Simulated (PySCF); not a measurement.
CH6AlOSi (SMILES [CH3][Al+][O][SiH3]), charge +1, singlet, geometry from GFN2-xTB (such geometries of metal compounds can be far from the true shape); PySCF with B3LYP/STO-3G.

Here is a job for PySCF.
```python
from pyscf import gto, scf, dft

mol = gto.M(
    atom='''
Al   -0.69413631    0.46101638    0.73783097
C    -1.81733312    1.34047296    2.08496114
H    -2.53178019    0.62537184    2.51072296
H    -2.36155384    2.17998299    1.63499360
H    -1.15906810    1.71493517    2.87853154
O     0.29241135   -0.23991573   -0.33610933
Si    1.35976930   -0.95822049   -1.52077545
H     0.56876578   -0.79052774   -2.73690771
H     1.49147977   -2.32051420   -1.01112635
H     2.54386611   -0.11088583   -1.39805267
''',
    basis='sto-3g',
    charge=1,
    verbose=4,
)

mf = dft.RKS(mol)
mf.xc = 'b3lyp'
mf.kernel()
```

The log (banner, timings and long lists left out):

```
PySCF version 2.14.0

[INPUT] verbose = 4
[INPUT] num. atoms = 10
[INPUT] num. electrons = 46
[INPUT] charge = 1
[INPUT] spin (= nelec alpha-beta = 2S) = 0
[INPUT] symmetry False subgroup None
[INPUT] Mole.unit = angstrom
[INPUT] Symbol           X                Y                Z      unit          X                Y                Z       unit  Magmom
[INPUT]  1 Al    -0.694136310000   0.461016380000   0.737830970000 AA   -1.311727519016   0.871194697138   1.394298459522 Bohr   0.0
[INPUT]  2 C     -1.817333120000   1.340472960000   2.084961140000 AA   -3.434261873901   2.533126771785   3.940005534961 Bohr   0.0
[INPUT]  3 H     -2.531780190000   0.625371840000   2.510722960000 AA   -4.784371166699   1.181781503615   4.744578769057 Bohr   0.0
[INPUT]  4 H     -2.361553840000   2.179982990000   1.634993600000 AA   -4.462689986015   4.119570807310   3.089690119417 Bohr   0.0
[INPUT]  5 H     -1.159068100000   1.714935170000   2.878531540000 AA   -2.190321268720   3.240757792684   5.439636251522 Bohr   0.0
[INPUT]  6 O      0.292411350000  -0.239915730000  -0.336109330000 AA    0.552577367214  -0.453375022675  -0.635154581611 Bohr   0.0
[INPUT]  7 Si     1.359769300000  -0.958220490000  -1.520775450000 AA    2.569591569592  -1.810774293047  -2.873849097462 Bohr   0.0
[INPUT]  8 H      0.568765780000  -0.790527740000  -2.736907710000 AA    1.074811553225  -1.493880922471  -5.172006000111 Bohr   0.0
[INPUT]  9 H      1.491479770000  -2.320514200000  -1.011126350000 AA    2.818488285629  -4.385136306164  -1.910751878831 Bohr   0.0
[INPUT] 10 H      2.543866110000  -0.110885830000  -1.398052670000 AA    4.807210245463  -0.209543849795  -2.641936654017 Bohr   0.0

nuclear repulsion = 186.246911041563
number of shells = 22
number of NR pGTOs = 102
number of NR cGTOs = 34
basis = sto-3g
ecp = {}

******** <class 'pyscf.dft.rks.RKS'> ********
method = RKS
initial guess = minao
damping factor = 0
level_shift factor = 0
DIIS = <class 'pyscf.scf.diis.CDIIS'>
diis_start_cycle = 1
diis_space = 8
diis_damp = 0
SCF conv_tol = 1e-09
SCF conv_tol_grad = None
SCF max_cycles = 50
direct_scf = True
direct_scf_tol = 1e-13
XC library pyscf.dft.libxc version 7.1.2
    S. Lehtola, C. Steigemann, M. J. T. Oliveira, and M. A. L. Marques,  SoftwareX 7, 1–5 (2018)
XC functionals = b3lyp
    P. J. Stephens, F. J. Devlin, C. F. Chabalowski, and M. J. Frisch,  J. Phys. Chem. 98, 11623 (1994)
radial grids:
    Treutler-Ahlrichs [JCP 102, 346 (1995); DOI:10.1063/1.469408] (M4) radial grids

becke partition: Becke, JCP 88, 2547 (1988); DOI:10.1063/1.454033
pruning grids: <function nwchem_prune>
grids dens level: 3
symmetrized grids: False
atomic radii adjust function: <function treutler_atomic_radii_adjust>
small_rho_cutoff = 0
Set gradient conv threshold to 3.16228e-05
Initial guess from minao.
tot grids = 125408
init E= -640.778271728638
  HOMO = -0.385997907337731  LUMO = -0.0761967916289545  gap/eV = 8.43012
cycle= 1 E= -640.740372601718  delta_E= 0.0379  |g|= 0.742  |ddm|= 3.71
  HOMO = -0.209371875092344  LUMO = -0.0931646670283042  gap/eV = 3.16216
cycle= 2 E= -638.011022173789  delta_E= 2.73  |g|= 3.25  |ddm|= 3.89
  HOMO = -0.356000096828351  LUMO = -0.10604458387437  gap/eV = 6.80164
cycle= 3 E= -640.949162276894  delta_E= -2.94  |g|= 0.205  |ddm|= 2.98
  HOMO = -0.366691911923858  LUMO = -0.12786485416805  gap/eV = 6.49882
cycle= 4 E= -640.959765782812  delta_E= -0.0106  |g|= 0.103  |ddm|= 0.365
  HOMO = -0.379444818734671  LUMO = -0.123996501952228  gap/eV = 6.95110
cycle= 5 E= -640.96301759393  delta_E= -0.00325  |g|= 0.0232  |ddm|= 0.123
  HOMO = -0.380776724293733  LUMO = -0.123113175093617  gap/eV = 7.01138
cycle= 6 E= -640.963195135021  delta_E= -0.000178  |g|= 0.00626  |ddm|= 0.0279
  HOMO = -0.381496378931339  LUMO = -0.122690543293656  gap/eV = 7.04247
cycle= 7 E= -640.963208601846  delta_E= -1.35e-05  |g|= 0.000185  |ddm|= 0.00819
  HOMO = -0.381549200118344  LUMO = -0.122767160729201  gap/eV = 7.04182
cycle= 8 E= -640.963208613431  delta_E= -1.16e-08  |g|= 0.000101  |ddm|= 0.000451
  HOMO = -0.381520440813457  LUMO = -0.12275470372182  gap/eV = 7.04137
cycle= 9 E= -640.96320861669  delta_E= -3.26e-09  |g|= 2.09e-05  |ddm|= 0.000117
  HOMO = -0.381517576792631  LUMO = -0.122754966970887  gap/eV = 7.04129
cycle= 10 E= -640.963208616826  delta_E= -1.36e-10  |g|= 5.19e-07  |ddm|= 2.48e-05
  HOMO = -0.381517463640325  LUMO = -0.122754974537743  gap/eV = 7.04129
Extra cycle  E= -640.963208616827  delta_E= -7.96e-13  |g|= 7.37e-07  |ddm|= 1.63e-06
converged SCF energy = -640.963208616827
```
